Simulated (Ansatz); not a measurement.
The cluster Cu₂S⁺. Charge 1, multiplicity 2. Geometry PBE0-D4/def2-TZVP, basis def2-TZVP, Ansatz.

```xyz
3

Cu   -0.625    1.441   -0.631
Cu    0.741   -0.812    1.287
S    -0.116   -0.628   -0.655
```

| run | HOMO (eV) | LUMO (eV) |
| --- | --- | --- |
| A | -12.56 | -9.34 |
| B | -11.38 | -10.20 |
| C | -12.44 | -9.77 |
| D | -11.39 | -10.56 |
| E | -14.73 | -7.25 |

B3LYP takes the VWN-RPA correlation. No other spin state of charge 1 was run. The structure comes from a short search, and lower isomers may exist.

HOMO and LUMO are taken over both spins.

Task: The runs used B3LYP, PBE, PBE0, r2SCAN, ωB97M-V. Estimate which is which.

Result: A PBE0 (25 % exact exchange); B r2SCAN (0 % exact exchange); C B3LYP (20 % exact exchange); D PBE (0 % exact exchange); E ωB97M-V (range-separated). Exact exchange lowers occupied and raises empty levels; among semilocal functionals meta-GGAs tend to open the gap a little, and such runs are hard to tell apart. The gap grows from 0.83 eV (PBE) to 7.48 eV (ωB97M-V).
